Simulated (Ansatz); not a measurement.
BrClFHSn (`[F][SnH]([Cl])[Br]`). Charge 0, multiplicity 1. Sn takes the def2 core potential.

```xyz
5

F    -1.293    0.784   -1.136
Sn    0.007    0.138    0.094
Cl    1.890   -0.232   -1.166
Br   -0.846   -1.996    0.913
H     0.242    1.306    1.295
```

What are the harmonic wavenumbers in cm⁻¹ at PBE0-D4/def2-TZVP (Ansatz, finite differences of forces, unscaled)? (Best estimate.)

The calculation gave: 93, 135, 151, 275, 392, 544, 549, 643, 2003.

Is this a minimum?

Yes, all 9 modes are real.

Give the ideal-gas thermochemistry at 298.15 K and 1 bar (rigid rotor, harmonic oscillator; point group C1, symmetry number 1).

Zero-point energy 28.6 kJ/mol; H(298) − E = 47.3 kJ/mol; entropy 355.3 J/(mol·K), of which translation 177.9, rotation 122.2, vibration 55.1; G(298) − E = -58.6 kJ/mol. Modes under 100 cm⁻¹ are hindered rotations or soft bends, so the harmonic entropy is rough.

And at 400, 500, 600, 800 and 1000 K?


```csv
T (K),H − E (kJ/mol),S (J/mol/K),G − E (kJ/mol)
400,56.3,381.0,-96.1
500,65.5,401.6,-135.3
600,75.0,419.0,-176.3
800,94.7,447.3,-263.1
1000,115.0,469.9,-354.9
```
